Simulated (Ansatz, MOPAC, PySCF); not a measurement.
Pair of molecules: H2O (SMILES O) (first 3 atoms) with CH3Cl (SMILES CCl); geometry from B3LYP-D3(BJ)/def2-TZVP, rigid monomers moved along the line of their centres of mass till H2···Cl5 is 2.86 Å.
(charge 0, multiplicity 1):
```xyz
8

O      0.145     0.258     0.112
H     -0.437     0.422     0.866
H     -0.417    -0.137    -0.561
C      0.768    -0.991     3.517
Cl    -0.852    -0.206     3.627
H      1.077    -0.959     2.477
H      1.451    -0.431     4.148
H      0.666    -2.012     3.869
```

Monomers are frozen at their geometry in the pair; levels with a basis set take the counterpoise correction. Rows marked so take none.

Rows in 3-21G carry no dispersion term and start afresh at each structure. The state that PM7 reach isn't checked; PM7 holds dispersion and hydrogen-bond terms.

Codes used: Ansatz (Gaussian orbitals); MOPAC for PM7 (differences of heats of formation); PySCF for 3-21G rows. Values without a source in brackets are computed.

Task: One of these levels gives -232.7 meV for the interaction energy. Which?
(A) B3LYP/3-21G (no counterpoise)
(B) HF/aug-cc-pV(D+d)Z
(C) PM7
(D) HF/3-21G (no counterpoise)

Result: A, B3LYP/3-21G (no counterpoise). The others give -105.9 (PM7), -189.7 (HF/3-21G (no counterpoise)), -87.5 (HF/aug-cc-pV(D+d)Z)

Ansatz is a quantum-chemistry and plane-wave program.
